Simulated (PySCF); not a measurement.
**RuH4, triplet: data card**

Computed with UPBE0/[Ru def2-TZVP with ECP28, H def2-TZVP], scalar-relativistic core potentials, density fitting, no spin–orbit coupling, PySCF.

The structure is a minimum.

Coordinates in bohr (charge 0 multiplicity 3):
```
Ru   -0.0136   -0.0202   -0.0500
H     0.0466    3.2755    0.6592
H     1.5243   -2.6629   -0.1110
H     0.1038   -1.0713    2.6883
H    -0.4911    2.4856    2.0038
```

```
Point group                                                                   : C1
Bond lengths                                                                  : H–H 0.873 Å, Ru–H 1.553 Å, Ru–H 1.618 Å, Ru–H 1.733 Å, Ru–H 1.784 Å
Bond angles                                                                   : H–H–Ru 72.4°, H–H–Ru 78.9°, H–Ru–H 28.7°, H–Ru–H 71.9°, H–Ru–H 72.2°, H–Ru–H 98.8°, H–Ru–H 138.3°, H–Ru–H 147.1°
Zero-point energy                                                             : 70.2 kJ/mol
Lowest empty level (β)                                                        : -2.28 eV
Atomisation energy without zero-point energy                                  : 1009 kJ/mol
Heat capacity Cp at 298.15 K                                                  : 54.1 J/(mol K)
Principal polarisabilities                                                    : 35.5, 38.8, 51.0 bohr³
Entropy at 298.15 K and 1 bar (electronic part: spin only)                    : 259.0 J/(mol K)
Highest occupied level (β)                                                    : -6.13 eV
Principal quadrupole moments (Buckingham, traceless) about the centre of mass : -2.14, 0.85, 1.29 D Å
Dipole moment                                                                 : 2.56 D
Rotational constants                                                          : 4.983, 2.047, 1.56 cm⁻¹
Rotational symmetry number                                                    : 1
Enthalpy at 298.15 K above 0 K                                                : 12.15 kJ/mol
Spin squared ⟨S²⟩                                                             : 2.013
```

Harmonic modes (masses in u: Ru 101.904, H 1.008):
| symmetry | ω (cm⁻¹) | IR (km/mol) |
| --- | --- | --- |
| a | 373 | 65.4 |
| a | 463 | 0.8 |
| a | 701 | 21.4 |
| a | 765 | 38.5 |
| a | 886 | 78.9 |
| a | 1652 | 44.4 |
| a | 1971 | 143 |
| a | 2163 | 61.2 |
| a | 2762 | 294 |

Charges (e):
| atom | Mulliken | Löwdin | polar tensor | spin (Mulliken) | Mayer order to Ru1 |
| --- | --- | --- | --- | --- | --- |
| Ru1 | -0.03 | -0.17 | 0.18 | 2.06 | – |
| H2 | -0.01 | 0.07 | -0.01 | 0.01 | 0.44 |
| H3 | -0.06 | -0.04 | -0.22 | 0.01 | 0.93 |
| H4 | 0.04 | 0.03 | -0.11 | -0.07 | 0.94 |
| H5 | 0.07 | 0.10 | 0.17 | -0.01 | 0.42 |
Other Mayer orders above 0.3: H–H 0.55.

Mulliken populations on Ru1 (electrons outside its core potential): s 2.62, p 6.30, d 7.11, f 0.00.

Outer orbital energies (eV). α occupied: -14.30, -9.75, -9.21, -7.63, -7.43, -6.92, -6.59; empty: -1.79, -0.84, 1.19, 1.77. β occupied: -14.04, -9.32, -8.52, -6.77, -6.13; empty: -2.28, -2.23, -1.34, -0.18.

Only a few start shapes were tried, so a lower isomer may exist. Open d and f shells are described by one determinant, and the ground state may have another occupation or spin. At this level a singlet minimum of C4v symmetry lies 66 kJ/mol below this structure.

The final relaxation and frequency run took about 3 core-minutes on a shared host.
